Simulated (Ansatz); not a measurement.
# A barrier at the coupled-cluster level

Start structure (CH5ClZn, singlet), relaxed at PBE0-D4/def2-TZVP:

| atom | x (Å) | y (Å) | z (Å) |
| --- | --- | --- | --- |
| Zn1 | -1.0606 | -1.2486 | -1.2947 |
| H2 | -0.1922 | -2.4670 | -1.0228 |
| Cl3 | -2.3073 | 0.3917 | -1.7262 |
| H4 | 1.1143 | -0.3397 | 0.6492 |
| C5 | 0.7103 | 0.6617 | 0.8057 |
| H6 | -0.2855 | 0.5996 | 1.2453 |
| H7 | 1.3674 | 1.2042 | 1.4853 |
| H8 | 0.6535 | 1.1981 | -0.1418 |

The step: ZnHCl ([Cl][ZnH]) + CH₄ → CH₃ClZn ([CH3][Zn][Cl]) + H₂; bonds formed: Zn1–C5, H2–H4; bonds broken: Zn1–H2, H4–C5. Program: Ansatz 0.2.0. Basis: def2-TZVPP and def2-QZVPP. Cores are frozen in the correlated methods. The 3s and 3p shells of Cu and Zn are frozen; filled d shells are correlated. Extrapolation: Hartree–Fock as exp(−7.88 √X), correlation as X^−2.97. Energies below are by CCSD(T) at an estimated basis limit (MP2 extrapolated from triple and quadruple zeta, plus CCSD(T) − MP2 in triple zeta).

Problem. What are the electronic barrier and the energy of the step, from the start structure to the end structure? (Judge from chemistry; the value comes from the calculation.)

Solution. The calculation gives: Barrier 2.464 eV; step energy 0.377 eV (uphill); reverse barrier, their difference, 2.087 eV. Barrier and step energy count from the start structure, the reverse barrier from the end structure.

The saddle point: One imaginary mode of 1629i cm⁻¹.
| pair | start (Å) | saddle (Å) | end (Å) |
| --- | --- | --- | --- |
| Zn1–C5 | 3.35 | 2.14 | 1.93 |
| H2–H4 | 3.00 | 1.11 | 0.75 |
| Zn1–H2 | 1.52 | 1.76 | 3.05 |
| H4–C5 | 1.09 | 1.53 | 3.82 |

Zero-point energy (harmonic, PBE0-D4): ZPE is 1.440 eV at the start and 1.329 eV at the saddle, so the barrier goes from 2.464 to 2.353 eV.

T1 diagnostic: at most 0.014.

Labels in which every atom is bracketed show which atoms are joined, not bond orders.

For scale, one of the runs: CCSD(T)/def2-TZVPP, 207 basis functions, launched by `ansatz run in.yaml --threads 4 --pin off --events-out ev --progress --plain --max-ram 9574MiB`. Hardware: 4 CPU threads of an Intel Xeon, shared host. Wall time 69 s; peak host memory 2.6 GiB.
